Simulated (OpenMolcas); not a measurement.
**P: thermal populations, worked from levels**

```
Program             : OpenMolcas 26.06
Basis               : ANO-R2 [5s4p3d1f]
Scalar Hamiltonian  : X2C, finite nucleus
Active space        : 3 electrons in 3 orbitals (3p)
State averaging     : 2S+1 = 4 odd, 1 root; 2S+1 = 2 odd, 8 roots
Spin-orbit coupling : state interaction with AMFI integrals over the reference wave functions, term energies averaged over their components
```

Methods: CASSCF; SS-CASPT2, IPEA 0.25 Eh, imaginary shift 0.1 Eh (closed shells correlated: 2s 2p 3s). Measured levels: NIST Handbook of Basic Atomic Spectroscopic Data.

**Thermal populations.** Z = Σ (2J + 1) exp(-E/kT) with k = 0.695035 cm-1/K, over the levels below. No other level of either list lies under 55900 cm-1, which is above 7 kT at each temperature.

```json
{"Level": "3s2 3p3 4S* 3/2", "2J + 1": "4", "SS-CASPT2": "0.0", "measured": "0.0"}
{"Level": "3s2 3p3 2D* 3/2", "2J + 1": "4", "SS-CASPT2": "12340", "measured": "11361"}
{"Level": "3s2 3p3 2D* 5/2", "2J + 1": "6", "SS-CASPT2": "12340", "measured": "11377"}
{"Level": "3s2 3p3 2P* 1/2", "2J + 1": "2", "SS-CASPT2": "20760", "measured": "18723"}
{"Level": "3s2 3p3 2P* 3/2", "2J + 1": "4", "SS-CASPT2": "20770", "measured": "18748"}
```

```csv
T (K),"Z, SS-CASPT2","Z, measured levels","Ground level (%), SS-CASPT2","Ground level (%), measured levels"
5000,4.302,4.407,93.0,90.8
8000,5.230,5.500,76.5,72.7
```

At 8000 K, kT = 5560 cm-1, and the computed levels give Z = 4.000 + 0.435 + 0.652 + 0.048 + 0.095 = 5.230.

CASPT2 breaks the degeneracy within a term, and the mean is taken; among the terms shown or strongly mixed into the levels shown the widest spread is 230 cm-1 (3s2 3p3 2P*, SS-CASPT2). With the s shell closed, the reference lacks s² → p² mixing. Without dynamic correlation excited terms often stand tens of per cent too high (terms of higher spin than the ground term too low), and those without a measured partner can miss by more than the paired ones (holds for CASSCF). Computed and measured levels are paired by configuration, term and J; levels that our copy of the source lacks, or whose pairing is in doubt (as where it misses far off the trend of its configuration), stay unpaired and out of the deviations. Only configurations of the active space appear.

* marks odd parity.
